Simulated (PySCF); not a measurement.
Species: C₂H₁₀NPSi₂.
Structure used (PBE0-D3(BJ)/def2-SVP), in Å, numbered top down from 1:
```
atom  x, y, z in Å
C1    -3.1991    1.3673   -0.1183
C2    -2.0040    0.9062   -0.5060
Si3   -1.1777   -0.5638    0.2964
N4     0.3819   -0.1317    0.9471
Si5    1.9274   -0.8928    0.7165
P6     3.4147    0.6695    0.0226
H7    -3.7587    0.8994    0.7007
H8    -3.6785    2.2293   -0.5964
H9    -1.4900    1.4192   -1.3306
H10   -0.9176   -1.6531   -0.6920
H11   -2.1259   -1.0622    1.3451
H12    0.3852    0.6814    1.5601
H13    1.7228   -2.0064   -0.2564
H14    2.5001   -1.4576    1.9811
H15    4.4818   -0.2690   -0.1359
H16    3.0111    0.6028   -1.3465
```

Method used: PySCF 2.14.0, PBE0-D3(BJ)/def2-SVP geometry optimisation, gas phase.

Masses are those of the commonest isotopes; rigid-rotor values at the optimised geometry. The values belong to one conformer with, in the numbering `[CH2:1]=[CH:2][SiH2:3][NH:4][SiH2:5][PH2:6]`, C1–C2–Si3–N4 -121°, C2–Si3–N4–Si5 -129°, Si3–N4–Si5–P6 127°, N4–Si5–P6–H -177° and -82°.

Q: What are A, B and C (cm⁻¹)?

A: Ia = 126.12, Ib = 739.76, Ic = 829.67 u·Å²; 505379 MHz·u·Å²/I gives 4007, 683.2 and 609.1 MHz, that is A = 0.13366, B = 0.02279, C = 0.02032 cm⁻¹.

Q: What kind of rotor is it?

A: A near-prolate asymmetric top. Ray's parameter κ = (2B − A − C)/(A − C) = -0.956; −1 is the prolate and +1 the oblate limit.

Q: What does the inertial defect say?

A: Not planar: Δ = Ic − Ia − Ib = -36.20 u·Å². For a rigid frame Δ = −2 Σ m c², so Σ m c² = 18.10 u·Å² lies off the ab plane: 10.81 from hydrogen and 7.29 from heavier atoms. The atom farthest from that plane is 1.57 Å away.

Q: Give the other two planar moments, Paa and Pbb, and the rms extents of the mass along the axes.

A: Paa = Σ m a² = (Ib + Ic − Ia)/2 = 721.65 and Pbb = Σ m b² = (Ia + Ic − Ib)/2 = 108.02 u·Å². With the mass M = 135.01 u, the rms extents √(P/M) along a, b and c are 2.31, 0.89, 0.37 Å.

Q: Where do the levels up to J = 5 lie, in K?

A: Above 0(0,0), as E/k:
J = 1: 1(0,1) 0.062, 1(1,1) 0.222, 1(1,0) 0.225
J = 2: 2(0,2) 0.186, 2(1,2) 0.342, 2(1,1) 0.353, 2(2,1) 0.831, 2(2,0) 0.831
J = 3: 3(0,3) 0.372, 3(1,3) 0.523, 3(1,2) 0.544, 3(2,2) 1.017, 3(2,1) 1.018, 3(3,1) 1.824, 3(3,0) 1.824
J = 4: 4(0,4) 0.619, 4(1,4) 0.764, 4(1,3) 0.799, 4(2,3) 1.265, 4(2,2) 1.266, 4(3,2) 2.072, 4(3,1) 2.072, 4(4,1) 3.201, 4(4,0) 3.201
J = 5: 5(0,5) 0.928, 5(1,5) 1.065, 5(1,4) 1.118, 5(2,4) 1.575, 5(2,3) 1.577, 5(3,3) 2.382, 5(3,2) 2.382, 5(4,2) 3.511, 5(4,1) 3.511, 5(5,1) 4.963, 5(5,0) 4.963
Those of J = 1 are B + C, A + C and A + B.

Q: Predict some low-J microwave lines.

A: The dipole components are |μa| = 0.77 D, |μb| = 0.38 D, |μc| = 0.04 D. The squared components, which scale the intensities, stand as 1.00 : 0.24 : 0.00 (a : b : c). Some lines, for components of 0.1 D or more:

| type | branch | J(Ka,Kc) | MHz | lower level (cm⁻¹) |
| --- | --- | --- | --- | --- |
| a | Q | 4(1,3) ← 4(1,4) | 740 | 0.531 |
| a | R | 2(1,2) ← 1(1,1) | 2511 | 0.154 |
| a | R | 2(1,1) ← 1(1,0) | 2659 | 0.156 |
| b | Q | 2(1,1) ← 2(0,2) | 3473 | 0.129 |
| a | R | 3(0,3) ← 2(0,2) | 3872 | 0.129 |
| a | R | 3(2,1) ← 2(2,0) | 3882 | 0.578 |
| b | Q | 5(1,4) ← 5(0,5) | 3950 | 0.645 |
| a | R | 4(1,4) ← 3(1,3) | 5019 | 0.363 |
| a | R | 4(3,2) ← 3(3,1) | 5172 | 1.268 |
| a | R | 4(1,3) ← 3(1,2) | 5315 | 0.378 |
| a | R | 5(0,5) ← 4(0,4) | 6437 | 0.430 |
| a | R | 5(4,2) ← 4(4,1) | 6464 | 2.225 |
| a | R | 5(4,1) ← 4(4,0) | 6464 | 2.225 |
| a | R | 5(3,2) ← 4(3,1) | 6466 | 1.440 |
| a | R | 5(2,3) ← 4(2,2) | 6483 | 0.880 |
| b | R | 4(1,4) ← 3(0,3) | 8163 | 0.258 |
| b | Q | 5(2,4) ← 5(1,5) | 10643 | 0.740 |
| b | R | 5(2,4) ← 4(1,3) | 16174 | 0.555 |
| b | R | 4(3,2) ← 3(2,1) | 21971 | 0.707 |
| b | Q | 4(4,1) ← 4(3,2) | 23525 | 1.440 |
| b | R | 4(4,1) ← 3(3,0) | 28696 | 1.268 |
| b | R | 5(5,0) ← 4(4,1) | 36711 | 2.225 |

No PBE0-D3(BJ)/def2-SVP frequencies stand behind this structure, so it isn't proved a minimum. Constants of a rigid frame at the computed geometry: no zero-point averaging, no centrifugal distortion. Quadrupole hyperfine structure (14N) is left out.
